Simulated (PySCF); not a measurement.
Working out the excitation energy of Ne²⁺

Ne²⁺ [He] 2s2 2p4 (3P) → Ne²⁺ [He] 2s1 2p5 (3P). All numbers are calculated (PySCF 2.14, scalar relativity by spin-free X2C-1e, in x2c-TZVPPall). Frozen: nothing. Energies in hartree (1 hartree = 27.21139 eV):

| part | Ne²⁺ (lower) | Ne²⁺ (upper) |
| --- | --- | --- |
| UHF | -126.513666 | -125.534524 |
| MP2 opposite-spin | -0.123526 | -0.155342 |
| MP2 same-spin | -0.035533 | -0.040857 |

Problem. What does Hartree-Fock give?

Solution. (-125.534524) − (-126.513666) = 0.979142 hartree = 26.644 eV.

Problem. What do MP2 and SCS-MP2 (6/5 opposite-spin, 1/3 same-spin) give?

Solution. The opposite-spin parts differ by -0.866 eV and the same-spin parts by -0.145 eV. MP2: 26.644 + (-0.866) + (-0.145) = 25.633 eV. SCS-MP2: 26.644 + 1.2 × (-0.866) + (-0.145)/3 = 25.556 eV.
